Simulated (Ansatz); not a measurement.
C2H5FOSi (`F[C@H]1O[C@H]1[SiH3]`), relaxed with RKS PBE-D4/def2-SVP in Ansatz 0.2.0 from a rough embedded geometry. The force threshold is 0.03 eV/Å; the program also tests the step.

Total charge 0; spin multiplicity 1.

Start:

```xyz
10

F     1.408    0.683   -1.401
C     0.031    0.764   -1.327
O    -0.764   -0.439   -1.486
C    -0.710    0.210   -0.086
Si    0.261   -0.705    1.149
H    -0.307    1.662   -1.785
H    -1.574    0.708    0.228
H     0.828    0.269    2.158
H     1.424   -1.539    0.617
H    -0.597   -1.612    1.933
```

| step | energy (eV) | largest force (eV/Å) | largest move (Å) |
| --- | --- | --- | --- |
| 1 | -14775.8789 | 4.055 | 0.000 |
| 2 | -14776.2514 | 1.719 | 0.063 |
| 3 | -14776.3246 | 0.202 | 0.066 |
| 4 | -14776.3278 | 0.071 | 0.015 |
| 5 | -14776.3279 | 0.101 | 0.022 |
| 6 | -14776.3286 | 0.023 | 0.009 |

End:

```xyz
10

F     1.366    0.637   -1.446
C     0.013    0.765   -1.315
O    -0.730   -0.393   -1.444
C    -0.650    0.239   -0.109
Si    0.308   -0.726    1.224
H    -0.339    1.664   -1.860
H    -1.597    0.730    0.199
H     0.839    0.249    2.240
H     1.432   -1.496    0.602
H    -0.642   -1.667    1.908
```

Hardware: 4 threads of an Arm Neoverse V2 on a shared host. Wall time 5.5 s, peak host memory 0.15 GiB.
